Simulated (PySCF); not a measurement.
C₆H₈NOP.
Atom-mapped SMILES: `[CH3:1][O:2][c:3]1[n:4][cH:5][cH:6][p:7][c:8]1[CH3:9]`

Structure used (GFN2-xTB), in Å, numbered top down from 1:
```xyz
17
C6H8NOP angstrom
C     -1.167    2.268    0.249
O     -1.244    0.888   -0.045
C     -0.087    0.196    0.023
N      1.001    0.867    0.357
C      2.176    0.264    0.446
C      2.432   -1.067    0.220
P      1.207   -2.214   -0.235
C     -0.178   -1.172   -0.271
C     -1.517   -1.742   -0.627
H     -0.493    2.774   -0.445
H     -2.180    2.652    0.142
H     -0.804    2.427    1.266
H      2.986    0.929    0.729
H      3.444   -1.431    0.329
H     -1.440   -2.808   -0.831
H     -2.222   -1.582    0.189
H     -1.920   -1.237   -1.505
```

NICS is the negative of the GIAO shielding at a point without a nucleus: at the ring centre (0) and 1 Å above and below it (1); zz is the component along the ring normal. Level: GIAO PBE0/pcSseg-1 (PySCF, non-relativistic, gas phase) on the GFN2-xTB geometry, one conformer.

Ring bond lengths (Å), with Mayer bond orders in brackets: C3–N4 1.321 (1.42), N4–C5 1.324 (1.47), C5–C6 1.374 (1.45), C6–P7 1.739 (1.26), P7–C8 1.733 (1.38), C8–C3 1.403 (1.24).

Give the NICS values of each ring in ppm.

```tsv
ring	type	NICS(0)	NICS(1), two faces	NICS(1)zz, two faces	rms pucker (Å)	centre to ring atoms, mean (Å)
C3–N4–C5–C6–P7–C8	6-membered ring with N and P; formal bonds all aromatic	-6.6	-9.9 / -9.9	-23.5 / -23.5	0.00	1.47
```

What can be read from them?

- C3–N4–C5–C6–P7–C8: mean NICS(1)zz -23.5 ppm, shielded.

How equal are the bonds by HOMA? HOMA = 1 − mean of α(R − Ropt)² over the ring bonds, with Krygowski's 1993 parameters (CC: Ropt 1.388 Å, α 257.7 Å⁻²; CN: Ropt 1.334 Å, α 93.52 Å⁻²; CP: Ropt 1.698 Å, α 118.91 Å⁻²).

- C3–N4–C5–C6–P7–C8: HOMA 0.92; the largest term is that of C6–P7, α(R − Ropt)² = 0.20.

At the second NICS(1) probe listed for ring C3–N4–C5–C6–P7–C8, 1 Å off the ring, how large is the induced field along the normal in 1 T applied along it?

NICSzz × B0 = -23.5 ppm × 1 T = -24 μT, against the applied field.

Give the inner angles of the rings and the Hirshfeld charges of the ring atoms.

- C3–N4–C5–C6–P7–C8: C3 127.0° (+0.134 e), N4 121.1° (-0.160 e), C5 126.5° (+0.015 e), C6 123.4° (-0.132 e), P7 99.9° (+0.115 e), C8 122.1° (-0.067 e); sum 720.0° against 720° for a flat convex ring.

How shielded are the nuclei of the rings and their hydrogens (means over atoms taken as equivalent)?

| atoms | environment | σ isotropic (ppm) | principal values of the symmetric part, first atom (ppm) |
| --- | --- | --- | --- |
| C3 | aromatic carbon bearing oxygen | 17.6 | -64.3, 14.8, 102.3 |
| N4 | pyridine-type nitrogen | -40.9 | -299.4, -99.8, 276.5 |
| C5 | aromatic CH next to a ring nitrogen | 31.8 | -74.9, 28.5, 141.8 |
| C6 | aromatic CH carbon | 41.9 | -113.9, 61.8, 177.9 |
| P7 | phosphorus bonded to 2 C | 49.9 | -262.5, -72.8, 485.1 |
| C8 | substituted aromatic carbon | 27.1 | -123.6, 27.8, 177.1 |
| H13 | aromatic hydrogen | 22.83 | 17.5, 24.1, 26.9 |
| H14 | aromatic hydrogen | 23.58 | 21.0, 22.1, 27.6 |
